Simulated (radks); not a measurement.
Fractional charge and spin in the 6s shell of lutetium: the spin-up occupation runs from 0 to 1 and the spin-down occupation from 0 to 1; the fullest corner is Lu+, [Xe] 4f14 6s(up 1, down 1). All-electron calculation, scalar-relativistic Kohn-Sham, BLYP, spin-polarised, spherical densities, finite nucleus; Fermi nuclear charge, rms radius of each element as measured or else 0.836 A^(1/3) + 0.57 fm. Program: a radial shooting solver on a logarithmic mesh with Libxc functionals. Energy (eV) above the fullest corner. The planes named below are the two flat planes that join the four corners, with an edge along up + down = one added electron.

| down \ up | 0 | 0.25 | 0.5 | 0.75 | 1 |
|---|---|---|---|---|---|
| 0 | 35.564 | 29.555 | 23.983 | 18.841 | 14.125 |
| 0.25 | 29.555 | 24.020 | 18.922 | 14.247 | 9.990 |
| 0.5 | 23.983 | 18.922 | 14.290 | 10.073 | 6.265 |
| 0.75 | 18.841 | 14.247 | 10.073 | 6.305 | 2.937 |
| 1 | 14.125 | 9.990 | 6.265 | 2.937 | 0.000 |

Corners above the fullest one (they belong to Lu2+ and the next ion): (up 1, down 0) 14.125 eV, (up 0, down 1) 14.125 eV, (up 0, down 0) 35.564 eV. With half an added electron in each spin the energy lies 0.165 eV from the planes (fractional-spin error, the static-correlation error of a stretched bond), and with half an added electron in spin up alone -0.861 eV (fractional-charge error). For a frontier s shell over closed shells the exact functional lies on the planes.
